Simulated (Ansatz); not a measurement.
H2, charge +1, doublet, geometry from GFN2-xTB of the parent state (a state made from the parent by changing its charge; the spin is typed, not shown lowest); BLYP/6-31G* run with Ansatz (an electronic-structure program).

Here is a job for Ansatz.
Ansatz 0.2 input:
```yaml
crystal:
  periodic: [false, false, false]
  atoms:
    - {symbol: H, position_ang: [-0.00000000, -0.00000000, -0.38834947]}
    - {symbol: H, position_ang: [0.00000000, 0.00000000, 0.38834947]}
basis:
  gaussian:
    orbitals: 6-31G*
hamiltonian:
  xc: blyp
total_charge: 1
magnetization: {spin_polarized: true, initial_magnetization: 1}
```

Predict the main parts of the log of this Ansatz run.


```
Functional definition: BLYP
64 factors; integrals over basis functions are off by at most 1.6e-3 eV
mean field evaluation 1: about -15.4755 eV, gradient 4.3e-1 eV
mean field evaluation 2: about -15.4770 eV, gradient 1.1e-2 eV
mean field evaluation 4: about -15.4749 eV, gradient 6.0e-7 eV
mean field -15.47485169 eV, -0.5686903105 hartree, gradient 6.4e-7 eV, S^2 0.750000; 0 other end points of the search recorded, 0 dependent functions left out
reference -15.47497718 eV, -0.5686949219 hartree; 1, 0 occupied and 3, 4 virtual orbitals, 64 factors
Total energy: -15.47497718 eV, -0.5686949219 hartree
```
